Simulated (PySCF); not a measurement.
Method: PySCF with PBE-D3(BJ)/def2-TZVP // B3LYP-D3(BJ)/def2-TZVP. Isolated molecules, 0 K electronic values unless said otherwise. One relaxed conformer stands for a flexible species; it need not be the lowest. Excitations are Tamm–Dancoff values on a coarser integration grid. The basis has no diffuse functions, so Rydberg states are missing or too high.

Reference species (SMILES): `[NH2][Al]([OH])[OH]` (O–Al–O–H torsion 0°, O–Al–O–H torsion -180°) (neutral, multiplicity 1).

```yaml
HOMO: -5.86 eV
T1 excitation (TDA): 4.67 eV
```

Changed species: `[NH2][Al]([NH2])[OH]` (N–Al–O–H torsion 0°) (2 of 3 OH replaced by NH2; the reference has 1 of 3 OH replaced by NH2).

Q: Predict the effect on the HOMO and T1 excitation (TDA).

A: the HOMO increases by 0.43 eV, to -5.43 eV; the T1 excitation (TDA) falls by 0.13 eV, to 4.54 eV.
